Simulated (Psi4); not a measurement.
Noncovalent pair: CO (SMILES [C-]#[O+]) (first 2 atoms) with CH4S (SMILES CS); geometry from B3LYP-D3(BJ)/def2-TZVP, rigid monomers moved along the line of their centres of mass till C1···S4 is 6.11 Å.
(charge 0, multiplicity 1):
```xyz
8

C      0.0561     0.1076     0.8878
O     -0.7411     0.2619     0.1088
C     -0.0712    -0.7728     7.1106
S     -1.5157     0.2905     6.7901
H      0.4654    -0.4496     7.9999
H     -0.4644    -1.7735     7.2820
H      0.5929    -0.7955     6.2494
H     -0.8406     1.4378     6.6140
```

Computed with Psi4 with SAPT0/jun-cc-pV(D+d)Z.

Give the four SAPT terms and the total, and say what mostly holds the pair together.

electrostatics -0.2, exchange 0.0, induction 0.0, dispersion -0.2, total -0.4 kJ/mol; the largest attraction is electrostatics.
